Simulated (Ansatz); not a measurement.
HI2InO (SMILES [OH][In]([I])[I]), singlet, at a GFN2-xTB geometry (such geometries of metal compounds can be far from the true shape) (core potentials on I, In); HF/def2-QZVPP (Ansatz, a program for electronic structure).

The Ansatz input:
Ansatz 0.2 input:
```yaml
crystal:
  periodic: [false, false, false]
  atoms:
    - {symbol: In, position_ang: [0.51480681, -0.07731148, 0.40186678]}
    - {symbol: I, position_ang: [-1.29514338, -2.07623486, 0.31975913]}
    - {symbol: I, position_ang: [0.47413976, 2.21828996, -0.97164278]}
    - {symbol: O, position_ang: [2.02945902, -0.32463150, 1.59586625]}
    - {symbol: H, position_ang: [2.05198601, -1.14360579, 2.09143064]}
basis:
  gaussian:
    orbitals: def2-QZVPP.json
hamiltonian:
  xc: hf
```
The basis file holds def2-QZVPP in the JSON format of the Basis Set Exchange.

It wrote (shortened):

```
Functional definition: HF
1896 factors; their error is unknown
mean field evaluation 1: about -23347.6779 eV, gradient 4.3e1 eV
mean field evaluation 2: about -23349.0362 eV, gradient 3.7e1 eV
mean field evaluation 4: about -23351.2101 eV, gradient 9.9e-1 eV
mean field evaluation 8: about -23351.7797 eV, gradient 1.1e0 eV
mean field -23351.78046361 eV, -858.1621036324 hartree, gradient 4.2e-5 eV, S^2 0.000000; 0 other end points of the search recorded, 0 dependent functions left out
reference -23351.78046361 eV, -858.1621036324 hartree; 40, 40 occupied and 293, 293 virtual orbitals, 1896 factors
Total energy: -23351.78046361 eV, -858.1621036324 hartree
```
